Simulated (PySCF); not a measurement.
Predicted microwave data (PBE0/pcSseg-1 in PySCF (dipole) on a GFN2-xTB geometry, gas phase) for one isomer of C8H7FO:

| Quantity | Value |
| --- | --- |
| Rotational constants | A = 4642, B = 665.7, C = 584.4 MHz |
| Dipole components | \|μa\| = 2.38 D, \|μb\| = 0.18 D, \|μc\| = 0.00 D |
| Inertial defect | -3.23 u·Å² |
| κ | -0.96 |

Task: Which candidate fits, each taken in the one conformer that was computed?
A. `[CH3:1][C@H:2]1[c:3]2[cH:4][c:5]([OH:6])[cH:7][c:8]([F:9])[c:10]21` with C4–C5–O6–H 180°
B. `[O:1]=[CH:2][c:3]1[cH:4][cH:5][c:6]([CH2:7][F:8])[cH:9][cH:10]1` with O1–C2–C3–C4 180°, C5–C6–C7–F8 0°
C. `[O:1]=[CH:2][C@@:3]12[CH:4]=[CH:5][C@@H:6]([CH2:7]1)[C:8]([F:9])=[CH:10]2` with O1–C2–C3–C4 -111°
D. `[CH3:1][c:2]1[cH:3][cH:4][cH:5][cH:6][c:7]1[C:8](=[O:9])[F:10]` with C6–C7–C8–O9 0°
E. `[CH3:1][C:2](=[O:3])[c:4]1[cH:5][cH:6][cH:7][cH:8][c:9]1[F:10]` with C1–C2–C4–C5 180°
F. `[CH3:1][c:2]1[cH:3][cH:4][c:5]([C:6](=[O:7])[F:8])[cH:9][cH:10]1` with C4–C5–C6–O7 0°

Result: B. It is O=Cc1ccc(CF)cc1, a near-prolate asymmetric top, point group Cs. The candidates at the same level (rigid rotor, commonest isotopes):

```csv
SMILES,A (MHz),B (MHz),C (MHz),μa (D),μb (D),μc (D),Δ (u·Å²),point group,rotor
Cc1ccc(C(=O)F)cc1,3786,785.9,653.5,4.77,0.66,0.07,-3.12,–,near-prolate asymmetric top
CC(=O)c1ccccc1F,2230,1219,792.0,2.51,1.29,0.00,-3.12,Cs,asymmetric top
O=Cc1ccc(CF)cc1,4642,665.7,584.4,2.38,0.18,0.00,-3.23,Cs,near-prolate asymmetric top
Cc1ccccc1C(=O)F,2275,1199,789.1,3.66,1.42,0.00,-3.10,Cs,asymmetric top
O=C[C@@]12C=C[C@@H](C1)C(F)=C2,2745,1076,950.8,1.14,1.15,1.08,-122.28,C1,asymmetric top
C[C@H]1c2cc(O)cc(F)c21,1925,1143,751.8,0.41,0.54,0.24,-32.53,C1,asymmetric top
```

`C[C@H]1c2cc(O)cc(F)c21` has B 72 % too high; `CC(=O)c1ccccc1F` has B 83 % too high; `Cc1ccccc1C(=O)F` has B 80 % too high; `O=C[C@@]12C=C[C@@H](C1)C(F)=C2` has C 63 % too high; `Cc1ccc(C(=O)F)cc1` has A 18 % too low. In the right answer the mirror of this Cs structure is the ab plane, so μc vanishes by symmetry. No structure here is proved a minimum.
